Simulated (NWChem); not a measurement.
# Correlation energy of C2HCl2

```xyz
5

Cl    -1.8347     0.1430     0.0000
C     -0.4132     1.0162     0.0000
C      0.8903     0.7580     0.0000
Cl     1.5698    -0.8611     0.0000
H      1.6404     1.5634     0.0000
```
Charge 0, spin multiplicity 2.

Everything below was run with NWChem. All single points use one geometry, from UPBE/def2-SVP, a minimum by its harmonic frequencies.

Basis set: 3-21G. Each correlation energy counts from its own Hartree-Fock reference.

The correlated methods keep 12 core orbitals frozen. The structure started from a generated list of species. The unpaired electrons of the parent sit in orbitals of symmetry a' (Cs labels of the run); other states weren't searched. No SCF solution was tested for a lower state. Open-shell Hartree-Fock references start from PBE0 orbitals. Coupled-cluster values serve here as a point of comparison, not as the truth.

Task: Order these methods by the correlation energy they give, lowest first: CCSD(T) on ROHF, CCSD[T] on ROHF, CCSD on ROHF.

Result: CCSD[T] on ROHF (-298.6 mHa), CCSD(T) on ROHF (-297.4 mHa), CCSD on ROHF (-288.1 mHa)
